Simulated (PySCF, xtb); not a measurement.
FH4O4Si, SMILES [Si-](F)(O)(O)(O)O, charge -1.

GFN2-xTB run with xtb at its own geometry gives an orbital gap of 10.98 eV.

Geometry optimised at PBE0-D3(BJ)/def2-SVPD. Other conformers were not sampled.

**Question.** What does B3LYP/def2-SVPD in PySCF give? (An estimate is asked for; the answer gives what the named calculation found.)

**Answer.** gap 6.86 eV (levels -3.14 and 3.72 eV).
